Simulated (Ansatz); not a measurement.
Abridged output of a molecular run in Ansatz:

```
Functional definition: HF
1544 factors; integrals over basis functions are off by at most 1.2e-3 eV
mean field evaluation 1: about -16977.3273 eV, gradient 3.6e1 eV
mean field evaluation 2: about -16977.6008 eV, gradient 3.6e1 eV
mean field evaluation 4: about -16980.9103 eV, gradient 4.0e0 eV
mean field evaluation 8: about -16980.9783 eV, gradient 2.7e-1 eV
mean field evaluation 16: about -16980.9787 eV, gradient 2.0e-6 eV
mean field -16980.97874974 eV, -624.0394589323 hartree, gradient 2.0e-6 eV, S^2 0.000000; 0 other end points of the search recorded, 0 dependent functions left out
11 core orbitals not correlated: weight in the atoms' cores, before any rotation towards them, 1.000 or more for the frozen orbitals, at most 0.000 for the correlated occupied ones
reference -16980.97874974 eV, -624.0394589323 hartree; 17, 17 occupied and 210, 210 virtual orbitals, 1544 factors
second order -23.31727865 eV of doubles, -0.00000000 eV of singles
cycle   1  -23.26337313 eV  change    5.4e-2 eV  update   1.1e-1
cycle   2  -23.90769848 eV  change   -6.4e-1 eV  update   3.3e-2
cycle   3  -24.00823152 eV  change   -1.0e-1 eV  update   1.6e-2
cycle   4  -23.99309512 eV  change    1.5e-2 eV  update   4.5e-3
cycle   5  -23.99320018 eV  change   -1.1e-4 eV  update   2.1e-3
cycle   6  -23.99356116 eV  change   -3.6e-4 eV  update   6.2e-4
cycle   7  -23.99308512 eV  change    4.8e-4 eV  update   2.3e-4
cycle   8  -23.99310843 eV  change   -2.3e-5 eV  update   7.5e-5
cycle   9  -23.99314697 eV  change   -3.9e-5 eV  update   2.5e-5
perturbative correction -0.92715322 eV, -0.0340722525 hartree
Total energy: -17005.89904994 eV, -624.9552630730 hartree
```

Its atoms:

Z-matrix (Å, degrees):
```
C
Sb 1 2.216
N 1 1.451 2 100.8
H 1 1.094 2 110.1 3 120.7
H 1 1.095 2 109.0 3 -119.8
Si 2 2.567 1 66.1 3 1.0
H 2 1.711 1 92.6 3 -88.3
H 3 1.008 1 118.1 2 -177.2
H 6 1.491 2 119.4 1 -115.8
H 6 1.494 2 117.7 1 113.3
```

Question: Which basis set was used?
A. def2-QZVPP
B. def2-SVPD
C. def2-TZVPPD
D. def2-TZVPP

Answer: D. It gives 238 functions.

Question: Write the keys of the input that set method, charge and spin (a neutral closed shell needs none for the last two).

Answer: 
```yaml
correlation: {method: ccsd_t}
```
